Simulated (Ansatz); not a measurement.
ClHSZn (`[SH][Zn][Cl]`) at its PBE0-D4/def2-TZVP geometry, where that method's forces vanish. Charge 0, multiplicity 1.

```xyz
4

S     1.3268    0.5223   -0.7668
Zn   -0.6482   -0.0105   -0.0968
Cl   -2.5821   -0.5172    0.5306
H     1.9035    0.0054    0.3330
```

Q: What forces (eV/Å) does ωB97M-V/def2-TZVPP give on these atoms in the Gaussian-basis code of Ansatz? (Best estimate.)

A: Ansatz gave: 
```
S1   0.036 -0.038  0.080
Zn2  0.022  0.009 -0.013
Cl3 -0.024 -0.007  0.009
H4  -0.034  0.036 -0.076
```
